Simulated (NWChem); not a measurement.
# GaCl, singlet; SMILES [Ga][Cl]

```xyz
2

Ga     0.0000     0.0000    -0.8109
Cl     0.0000     0.0000     1.4436
```
Atoms are numbered in this order, from 1.

Results from NWChem. Pople sets run with spherical d functions. Low-valent species are run as closed-shell singlets; no triplet was tried in these runs. All runs use the structure optimised with B3LYP/6-31G* (spherical d). Vzz is the largest principal value of the second derivative of the potential at the nucleus (NWChem prints the opposite sign); η is the asymmetry. Non-relativistic.

```csv
level,Vzz Ga1 (a.u.),η Ga1,Vzz Cl2 (a.u.),η Cl2
PBE0/6-31G*,-1.618,0.00,0.774,0.00
PBE0/def2-TZVP,?,0.00,?,0.00
CAM-B3LYP/def2-SVP,-1.798,0.00,0.790,0.00
CAM-B3LYP/cc-pVTZ,-1.968,0.00,0.724,0.00
```

Task: What belongs in the gaps?

Result: 
- PBE0/def2-TZVP, Vzz Ga1 (a.u.): -2.083
- PBE0/def2-TZVP, Vzz Cl2 (a.u.): 0.807
